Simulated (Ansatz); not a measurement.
Reaction (formal exchange of groups at a Ge–Ge bond): `[GeH3][GeH2][GeH2][GeH2][GeH3]` + `[GeH3][GeH3]` → `[GeH3][GeH2][GeH2][GeH2][GeH2][GeH3]` + GeH₄

Calculated with Ansatz (gas phase, PBE0-D4/def2-TZVP geometries, no zero-point term in ΔE). CBS: MP2 limit from def2 TZ/QZ plus the TZ coupled-cluster correction, frozen cores. Functionals use def2-TZVPP. For Ge outer-core shells are correlated without core-valence functions, which leaves a few kJ/mol of doubt a bond. Scalar relativity is left out up to krypton. One conformer a species, not always the lowest.

```
   level  ΔE (kcal/mol)
 PBE0-D4           -2.3
BHLYP-D4           -2.8
```

Question: What does CCSD(T)/CBS give? (Estimate.)

Answer: Computed: -2.5 kcal/mol. The listed levels differ from it by 0.2, -0.3 kcal/mol.

Largest T1 diagnostic among the species: 0.012.

In def2-TZVPP, CCSD(T) changes the Hartree–Fock value by −3.2 kcal/mol (the triples alone add −0.5 kcal/mol) and MP2 by −3.8 kcal/mol. The D4 term adds −2.7 kcal/mol with B3LYP and −1.6 kcal/mol with PBE0; it sums over pairs of atoms, weighted by their polarisabilities, and B3LYP, whose exchange is more repulsive, gets the larger term. Leaving LDA and LC-ωPBE aside and taking each functional with its dispersion term where it has one, the values, not all of them listed here, spread over 1.6 kcal/mol, from BHLYP-D4 to B2PLYP. LDA lies −1.5 kcal/mol from PBE without D4.

B3LYP here is the variant with VWN-RPA as its local correlation; programs differ in this.
